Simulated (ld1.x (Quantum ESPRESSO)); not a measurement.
## Plane-wave convergence, TM potential for Ga

```
Element                 : gallium
Generator               : ld1.x (Quantum ESPRESSO) 7.5
Type                    : norm-conserving Troullier–Martins (Kleinman–Bylander form)
Functional              : PBE
Relativity              : scalar-relativistic
Frozen core             : [Ar] 3d10
Valence charge          : 3
Reference configuration : 4s2 4p0.5 (charge +0.5)
Partial waves           : 4s (bound): rc 1.30 bohr; 4p (bound): rc 1.70 bohr; 4d channel at 0.35 Ry: rc 1.70 bohr
Local potential         : all-electron potential smoothed inside 1.25 bohr (lloc = -1)
Core correction         : Bessel-smoothed model core inside 0.95 bohr
```

The pseudo-atom Hamiltonian at the reference potential is diagonalised in spherical Bessel functions j_l(qr) that vanish at 20 bohr, with q² up to the cutoff. All-electron valence levels (Ry): 4s -0.9134, 4p -0.4132.

Task: How do the lowest levels (Ry) of each channel move with the cutoff, and are there ghosts?

Result:

| cutoff (Ry) | s #1 | s #2 | s #3 | p #1 | d #1 | d #2 | f #1 | f #2 | Σ f·Δε (mRy) |
| --- | --- | --- | --- | --- | --- | --- | --- | --- | --- |
| 8 | -0.8655 | -0.1402 | -0.0080 | -0.4100 | -0.0799 | 0.0087 | 0.0306 | 0.1398 | 97.3 |
| 12 | -0.9080 | -0.1451 | -0.0103 | -0.4115 | -0.1116 | -0.0053 | 0.0306 | 0.1398 | 11.6 |
| 18 | -0.9361 | -0.1485 | -0.0119 | -0.4121 | -0.1398 | -0.0124 | 0.0306 | 0.1398 | 46.0 |
| 30 | -1.0655 | -0.7369 | -0.1442 | -0.4127 | -0.1456 | -0.0135 | 0.0306 | 0.1398 | 304.5 |
| 40 | -1.7284 | -0.9066 | -0.1466 | -0.4131 | -0.2131 | -0.0216 | 0.0306 | 0.1398 | 13.7 |
| 50 | -1.8836 | -0.9106 | -0.1467 | -0.4131 | -0.5202 | -0.0332 | 0.0306 | 0.1398 | 5.6 |
| 60 | -1.8990 | -0.9107 | -0.1468 | -0.4131 | -1.3202 | -0.0403 | 0.0306 | 0.1398 | 5.3 |
| 80 | -1.9001 | -0.9122 | -0.1470 | -0.4132 | -4.0687 | -0.0467 | 0.0306 | 0.1398 | 2.3 |
| 110 | -1.9010 | -0.9127 | -0.1470 | -0.4132 | -7.0979 | -0.0498 | 0.0306 | 0.1398 | 1.4 |
| 140 | -1.9038 | -0.9131 | -0.1470 | -0.4132 | -7.6817 | -0.0502 | 0.0306 | 0.1398 | 0.5 |
| 180 | -1.9042 | -0.9132 | -0.1470 | -0.4132 | -7.7109 | -0.0502 | 0.0306 | 0.1398 | 0.4 |
| 400 | -1.9053 | -0.9134 | -0.1471 | -0.4132 | -7.7159 | -0.0502 | 0.0306 | 0.1398 | 0.0 |

Result: ghost states, extra bound levels that the all-electron valence spectrum of the same l lacks: d at -105.0 eV, s at -25.9 eV (a true bound ghost makes a file unfit for plane-wave use); 10 mRy is reached at 45 Ry and 1 mRy at 140 Ry.
